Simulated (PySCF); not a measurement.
From results back to the method.

Species: C₅H₃F₃.
SMILES: `C#C/C(F)=C(\F)CF`

The closed-shell ground state was solved 7 times with PySCF (density fitting, gas phase), always in the pcSseg-1 basis (151 functions), with these functionals: B97-2, BHandHLYP, BLYP, CAM-B3LYP, HF, LC-wPBE and PBE0. One conformer (not necessarily the lowest) at the PBE0-D3(BJ)/def2-SVP geometry, without solvent, vibrations or thermal averaging.

```tsv
row	total energy (Eh)	HOMO (eV)	LUMO (eV)	dipole (D)
P	-491.3977	-9.92	0.73	1.84
Q	-489.2119	-9.91	2.25	2.07
R	-491.5352	-8.63	-0.37	1.86
S	-491.6268	-6.00	-2.17	1.69
T	-491.1862	-7.36	-1.47	1.82
U	-491.5409	-7.12	-1.52	1.82
V	-491.4659	-8.41	-0.46	1.96
```

Which functional belongs to which row?

P = LC-wPBE, Q = HF, R = CAM-B3LYP, S = BLYP, T = PBE0, U = B97-2, V = BHandHLYP. By rising HOMO–LUMO gap: BLYP (GGA) 3.83 eV; B97-2 (global hybrid, 21 % exact exchange) 5.60 eV; PBE0 (global hybrid, 25 % exact exchange) 5.89 eV; BHandHLYP (global hybrid, 50 % exact exchange) 7.95 eV; CAM-B3LYP (range-separated hybrid) 8.26 eV; LC-wPBE (range-separated hybrid) 10.65 eV; HF (all exact exchange) 12.16 eV. Total energies of different functionals aren't bounds to one another; each is stationary for its own functional.

The values belong to the conformer `[CH:1]#[C:2]/[C:3]([F:4])=[C:5](\[F:6])[CH2:7][F:8]`: C3–C5–C7–F8 114°.
